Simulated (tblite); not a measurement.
Compound: C₆H₁₁ClSi.
Z-matrix (Å and degrees, GFN2-xTB geometry), rows numbered from 1:
```
C 
C   1  1.4859
C   2  1.3391  1  130.53
Si  3  1.8842  2   95.05  1  -178.52
C   2  1.5146  1  124.67  3   178.86
C   5  1.5220  2  115.29  1    58.36
C   6  1.5184  5  112.05  2  -177.73
Cl  7  1.7836  6  111.44  5   -58.14
H   1  1.0881  2  110.76  3    -3.47
H   1  1.0906  2  110.21  3  -124.31
H   1  1.0908  2  110.38  3   116.86
H   3  1.0788  2  126.53  1     0.91
H   4  1.4595  3  114.56  2   110.08
H   4  1.4596  3  119.87  2  -111.81
H   5  1.0947  2  110.74  1   -65.11
H   6  1.0955  5  110.38  2   -58.74
H   6  1.0922  5  109.59  2    60.03
H   7  1.0905  6  111.04  5    60.08
H   7  1.0901  6  111.62  5  -177.15
```

Level: GFN2-xTB in tblite, geometry and Hessian alike; calculated harmonic values, unscaled, isolated species. This tight-binding method is rough: wavenumbers can miss measured ones by several per cent, in bad cases by 10 to 20. Modes of hydrogen on silicon can be 10 to 20 % off. One conformer, not necessarily the lowest.

Harmonic wavenumbers (cm⁻¹): 55.5, 82.1, 108.4, 143.7, 166.9, 203.3, 264.9, 320.8, 419.0, 475.9, 488.4, 508.6, 544.6, 630.7, 660.4, 678.0, 769.1, 797.2, 803.5, 845.8, 920.4, 971.7, 995.6, 1007.2, 1040.3, 1081.8, 1121.7, 1137.6, 1157.1, 1200.7, 1264.4, 1271.8, 1285.0, 1342.6, 1391.9, 1440.2, 1472.4, 1478.8, 1481.2, 1647.9, 2279.1, 2291.7, 2916.5, 2927.5, 2971.8, 2980.1, 2983.3, 2986.6, 3000.9, 3030.9, 3068.9.

A = 2504, B = 931.3, C = 708.5 MHz; mass 146.032 u (most abundant isotopes); point group C1, symmetry number 1.

Problem. What is the zero-point energy?

Solution. ½Σν̃ = 32557 cm⁻¹ = 389.47 kJ/mol.

Problem. What is S at 273.15 K and 1 bar for an ideal gas of classical rigid rotors and harmonic oscillators?

Solution. Translation 169.19, rotation 122.98, vibration 107.91: S = 400.1 J/(mol K).

Problem. And Cp and H(273.15 K) − H(0)?

Solution. Cp = 151.48 J/(mol K), of which vibrations give 118.22 (their classical limit is 51 R = 424.0); H(273.15 K) − H(0) = 25.06 kJ/mol without the zero-point energy, 15.98 from vibrations.

Problem. Which modes carry the vibrational entropy at 273.15 K?

Solution. 55.5 cm⁻¹: 18.57; 82.1 cm⁻¹: 15.35; 108.4 cm⁻¹: 13.09; 143.7 cm⁻¹: 10.83; 166.9 cm⁻¹: 9.65; 203.3 cm⁻¹: 8.13 J/(mol K); the other 45 give 32.30 together.

Problem. What must be added to the electronic energy to get the Gibbs energy at 273.15 K and 1 bar?

Solution. ZPE + [H(273.15 K) − H(0)] − T·S = 389.47 + 25.06 − 109.28 = 305.25 kJ/mol.

Problem. Blend soft modes into free rotors: weight 1/[1 + (100 cm⁻¹/ν̃)⁴] for the oscillator and the rest for a rotor with moment μB/(μ + B), μ = h/(8π²ν), B = 10⁻⁴⁴ kg m². What vibrational entropy results?

Solution. 100.89 J/(mol K) in place of 107.91, which changes −T·S at 273.15 K by +1.92 kJ/mol.

Hindered rotation and anharmonicity are outside this model. Other conformers, if any are populated, would add a mixing term that is left out. The structure is chiral; the term R ln 2 for an equal mix with its mirror image is left out.
